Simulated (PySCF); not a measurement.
Isomers of C7H11OP, mass 142.055 u with the commonest isotopes. The calculation used PBE0/pcSseg-1 in PySCF (dipole) on a GFN2-xTB geometry, gas phase. One conformer each, none proved a minimum here; rigid rotors.

Question: Order these by out-of-plane moment Σ m c² = (Ia + Ib − Ic)/2, largest first.
A. `[CH2:1]=[CH:2][CH2:3][P:4]=[C:5]=[C:6]([CH3:7])[O:8][CH3:9]` with C1–C2–C3–P4 -107°, C2–C3–P4–C5 -56°, C5–C6–O8–C9 172°
B. `C1(=C(C)[P@@H](=O)C(C)=C1)C`
C. `[CH3:1][c:2]1[p:3][cH:4][o:5][c:6]1[CH:7]([CH3:8])[CH3:9]` with O5–C6–C7–C8 61°

Answer: A (59.49 u·Å²), C (55.60 u·Å²), B (16.80 u·Å²).

Question: Order these by rotational constant B, smallest first.
A. `[CH2:1]=[CH:2][CH2:3][P:4]=[C:5]=[C:6]([CH3:7])[O:8][CH3:9]` with C1–C2–C3–P4 -107°, C2–C3–P4–C5 -56°, C5–C6–O8–C9 172°
B. `[CH3:1][c:2]1[p:3][cH:4][o:5][c:6]1[CH:7]([CH3:8])[CH3:9]` with O5–C6–C7–C8 61°
C. `CC1=CC(C)=C(C)[P@H]1=O`

Answer: A (647.1 MHz), B (1044 MHz), C (1313 MHz).

Question: Order these by dipole moment, largest first.
A. `CC1=CC(C)=C(C)[P@H]1=O`
B. `[CH3:1][c:2]1[p:3][cH:4][o:5][c:6]1[CH:7]([CH3:8])[CH3:9]` with O5–C6–C7–C8 61°
C. `[CH2:1]=[CH:2][CH2:3][P:4]=[C:5]=[C:6]([CH3:7])[O:8][CH3:9]` with C1–C2–C3–P4 -107°, C2–C3–P4–C5 -56°, C5–C6–O8–C9 172°

Answer: A (4.41 D), C (3.11 D), B (1.89 D).

| SMILES | point group | Ia (u·Å²) | Ib (u·Å²) | Ic (u·Å²) | κ | μa (D) | μb (D) | μc (D) |
| --- | --- | --- | --- | --- | --- | --- | --- | --- |
| Cc1pcoc1C(C)C | Cs | 220.82 | 484.20 | 593.81 | -0.73 | 1.78 | 0.62 | 0.00 |
| CC1=CC(C)=C(C)[P@H]1=O | C1 | 266.39 | 384.90 | 617.70 | -0.08 | 2.33 | 3.23 | 1.88 |
| C=CCP=C=C(C)OC | C1 | 207.49 | 780.98 | 869.49 | -0.93 | 2.11 | 2.28 | 0.05 |
